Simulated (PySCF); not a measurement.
Correlation energy of Gd (gadolinium, neutral)

[Xe] 4f7 5d2 6s1, high-spin 11F determinant (an excited configuration). Computed with PySCF 2.14 in cc-pVDZ-X2C, with scalar relativity by spin-free X2C-1e. Frozen: [Kr] 4d10; 18 electrons correlated.

```csv
level,correlation energy (mhartree)
CCSD,-430.83
(T),-11.97
CCSD(T),-442.80
```

Diagnostics: T1 = 0.012, D1 = 0.0537, largest double amplitude 0.036.

Spin-orbit coupling, absent here, splits the open shell strongly.

Cost of the coupled-cluster step: about 29 core-seconds, for 18 correlated electrons.

Iterations:

```
CC2 = 0
CCSD nocc = (np.int64(14), np.int64(4)), nmo = (61, 61)
frozen orbitals [[0, 1, 2, 3, 4, 5, 6, 7, 8, 9, 10, 11, 12, 13, 14, 15, 16, 17, 18, 19, 20, 21, 22], [0, 1, 2, 3, 4, 5, 6, 7, 8, 9, 10, 11, 12, 13, 14, 15, 16, 17, 18, 19, 20, 21, 22]]
max_cycle = 100
direct = 0
conv_tol = 1e-08
conv_tol_normt = 1e-06
diis_space = 8
diis_start_cycle = 0
Init t2, MP2 energy = -0.444260677793796
Init E_corr(UCCSD) = -0.444260677793901
cycle = 1  E_corr(UCCSD) = -0.417671139005487  dE = 0.0265895388  norm(t1,t2) = 0.0740704
cycle = 2  E_corr(UCCSD) = -0.430497722541443  dE = -0.0128265835  norm(t1,t2) = 0.0205334
cycle = 3  E_corr(UCCSD) = -0.429870977548983  dE = 0.000626744992  norm(t1,t2) = 0.0104227
cycle = 4  E_corr(UCCSD) = -0.430821774834258  dE = -0.000950797285  norm(t1,t2) = 0.00442554
cycle = 5  E_corr(UCCSD) = -0.430903710657441  dE = -8.19358232e-05  norm(t1,t2) = 0.000828433
cycle = 6  E_corr(UCCSD) = -0.430824659829306  dE = 7.90508281e-05  norm(t1,t2) = 0.000313151
cycle = 7  E_corr(UCCSD) = -0.430824492241476  dE = 1.6758783e-07  norm(t1,t2) = 8.74611e-05
cycle = 8  E_corr(UCCSD) = -0.430828994727066  dE = -4.50248559e-06  norm(t1,t2) = 4.21389e-05
cycle = 9  E_corr(UCCSD) = -0.430829857709123  dE = -8.62982056e-07  norm(t1,t2) = 1.28742e-05
cycle = 10  E_corr(UCCSD) = -0.430829493382913  dE = 3.6432621e-07  norm(t1,t2) = 5.10053e-06
cycle = 11  E_corr(UCCSD) = -0.43082966454373  dE = -1.71160817e-07  norm(t1,t2) = 1.35905e-06
cycle = 12  E_corr(UCCSD) = -0.430829670014787  dE = -5.47105705e-09  norm(t1,t2) = 3.35003e-07
UCCSD converged
E(UCCSD) = -11267.16526296546  E_corr = -0.4308296700147871
UCCSD(T) correction = -0.0119708392525348
```
